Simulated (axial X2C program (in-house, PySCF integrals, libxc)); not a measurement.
**Spin–orbit effects down a group: molecules with I, CCSD**

Computed with an in-house all-electron X2C program for linear molecules (integrals from PySCF), spin-free (one-electron X2C) or two-component (2c: spin–orbit coupling with atomic mean-field Coulomb and Gaunt terms, which also bring small scalar terms), in Dyall basis sets with cores contracted in-house; open shells are unrestricted.

Basis sets: H dyall-v3z, I dyall-cv3z, Li dyall-cv3z, Na dyall-cv3z. Frozen shells (counts by l): HI I 4s3p2d, H none, 8 electrons correlated; LiI I 4s3p2d, Li 1s, 8 electrons correlated; NaI I 4s3p2d, Na 2s1p, 8 electrons correlated. Coupled cluster in natural virtuals with an MP2 remainder. Where the outer core of a metal is frozen, bonds come out longer and ionisation energies lower.

| molecule | spin-free state | Re (Å) | ωe (cm⁻¹) | De (eV) | 2c state | Re 2c (Å) | ωe 2c (cm⁻¹) | De 2c (eV) |
| --- | --- | --- | --- | --- | --- | --- | --- | --- |
| HI | M_S = 0, Λ = 0 | 1.610 | 2338.5 | 3.34 | Ω = 0 | 1.613 | 2317.6 | 3.06 |
| LiI | M_S = 0, Λ = 0 | 2.421 | 487.6 | 3.58 | Ω = 0 | 2.423 | 486.5 | 3.29 |
| NaI | M_S = 0, Λ = 0 | 2.751 | 252.5 | 3.18 | Ω = 0 | 2.754 | 251.9 | 2.89 |

Task: Work out the shifts from the spin-free to the two-component result.

Result: 

```tsv
molecule	2c state	ΔRe (Å)	Δωe (cm⁻¹)	ΔDe (eV)
HI	Ω = 0	0.003	noise	-0.28
LiI	Ω = 0	0.002	-1.1	-0.29
NaI	Ω = 0	0.003	-0.6	-0.29
```

Shifts of one unit in the last digit are rounding. Where the truncated virtual spaces of the two runs make Δωe unreliable it is marked noise.

Each entry is the lowest single determinant of a limited PBE0 search at one distance. De goes to single-determinant-based atoms at the same level (for ions the charge split of lowest energy) and is withheld (n/a) where an atom does not fit its ground term or J level. Main or longest-lived isotopes.
